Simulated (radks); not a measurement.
Problem. These are the eigenvalues of the occupied orbitals of an atom or ion with whole-number occupations (eV). Method: scalar-relativistic Kohn-Sham, PBE, spin-polarised, spherical densities, finite nucleus; Fermi nuclear charge, rms radius of each element as measured or else 0.836 A^(1/3) + 0.57 fm; computed with a radial shooting solver on a logarithmic mesh with Libxc functionals.

| orbital | eigenvalue |
|---|---|
| 1s down | -71635.95 |
| 1s up | -71635.94 |
| 2s up | -12420.77 |
| 2s down | -12420.54 |
| 2p up | -10842.08 |
| 2p down | -10841.89 |
| 3s up | -2875.278 |
| 3s down | -2875.210 |
| 3p up | -2409.548 |
| 3p down | -2409.470 |
| 3d up | -1880.859 |
| 3d down | -1880.704 |
| 4s up | -599.6913 |
| 4s down | -599.4823 |
| 4p up | -446.8705 |
| 4p down | -446.6776 |
| 4d up | -254.9383 |
| 4d down | -254.7101 |
| 5s up | -85.6856 |
| 5s down | -83.6517 |
| 5p up | -47.7998 |
| 5p down | -45.1324 |
| 4f up | -42.0226 |
| 4f down | -41.5688 |
| 6s up | -6.5585 |
| 5d up | -6.4031 |
| 6s down | -4.8061 |

Which element is it, and in what charge state? The configuration may be excited.

Solution. Z = 75, rhenium, charge 0: Re in [Xe] 4f14 5d5 6s(up 1, down 1). The list shows which subshells hold electrons but not how many an open one holds; the 1s level, -2632.6 hartree, gives Z - s = 72.6 by -(Z - s)^2/2, which with screening and relativity narrows Z to a few neighbours, and the depths of the outer levels then fix element, charge and occupations together.
